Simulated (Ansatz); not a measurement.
`C[O][Al]([F])[Cl]` + CH₃SH → `C[S][Al]([F])[Cl]` + CH₃OH at 500 K and 1 bar (ligand exchange at the Al–O bond).

Gas-phase electronic energies from Ansatz, PBE0-D4/def2-TZVP geometries. CCSD(T)/CBS adds triple-zeta CCSD(T) − MP2 to the extrapolated MP2 energy (def2 sets, frozen cores). This one scheme is used for every species. Each species was taken in one conformer, which may not be the lowest.

| species | CCSD(T)/CBS energy (Eh) | H − E (kJ/mol) | S (J/(mol·K)) |
| --- | --- | --- | --- |
| `C[O][Al]([F])[Cl]` | -916.81237 | 164.6 | 411.5 |
| CH₃SH | -438.22835 | 145.1 | 283.7 |
| `C[S][Al]([F])[Cl]` | -1239.41425 | 159.7 | 429.5 |
| CH₃OH | -115.61712 | 157.0 | 265.4 |

H − E and S are ideal-gas, rigid-rotor, harmonic terms from PBE0-D4/def2-TZVP, for one conformer and one mirror image of each species. 1 Eh = 2625.50 kJ/mol, R = 8.31446 J/(mol·K).

Problem. By hand: ΔE, ΔH, ΔS and ΔG.

Solution. ΔE = (-1239.41425) + (-115.61712) − (-916.81237) − (-438.22835) = 0.00935 Eh = 24.5 kJ/mol. Δ(H − E) = 159.7 + 157.0 − 164.6 − 145.1 = 7.0, so ΔH = 31.5 kJ/mol. ΔS = 429.5 + 265.4 − 411.5 − 283.7 = -0.3 J/(mol·K). ΔG = 31.5 − 500 × (-0.3)/1000 = 31.6 kJ/mol.

Problem. By hand: the equilibrium constant, and the temperature at which ΔG would vanish if ΔH and ΔS stayed fixed.

Solution. log₁₀ K = −ΔG/(RT ln 10) = -3.3. ΔH and −TΔS have one sign here, so there is no such temperature.

The number of gas molecules stays the same, so ΔS is small and ΔH decides. A doubt of 5 kJ/mol in ΔE shifts log₁₀ K by 0.5 here. Other conformers and mirror images would add mixing entropy, several J/(mol·K) or more a flexible species. Modes under 60 cm⁻¹, often nearly free rotors, make the harmonic entropy too high. These are equilibria of isolated gas molecules and say nothing of rates. Largest T1 diagnostic: 0.011 (customary marks: 0.02 for closed shells, 0.045 for open ones).

ΔS is within the doubt of such terms, so its sign, and with it that verdict, could turn.
